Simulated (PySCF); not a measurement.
# Correlation energy of Al⁺ (aluminium, charge +1)

[Ne] 3s1 3p1, 3s spin antiparallel (an excited configuration). All numbers are calculated (PySCF 2.14, the spin-free X2C one-electron Hamiltonian (Gaussian nucleus), in aug-cc-pCVTZ-DK (8s7p5d3f, 75 functions)). Frozen: 1s2; 10 electrons correlated.

MP2 pair energies summed by pair of shells (mhartree):

| pair | energy | share (%) |
| --- | --- | --- |
| 2p-2p | -189.17 | 62.4 |
| 2s-2p | -61.64 | 20.3 |
| 3s-3p | -24.59 | 8.1 |
| 2p-3s | -10.34 | 3.4 |
| 2s-2s | -9.77 | 3.2 |
| 2p-3p | -5.56 | 1.8 |
| 2s-3s | -1.08 | 0.4 |
| 2s-3p | -0.79 | 0.3 |

Total MP2 correlation energy: -302.95 mhartree.

Same-spin part -74.76 and opposite-spin part -228.19 mhartree; SCS-MP2 scales them by 1/3 and 6/5 to -298.75 mhartree.
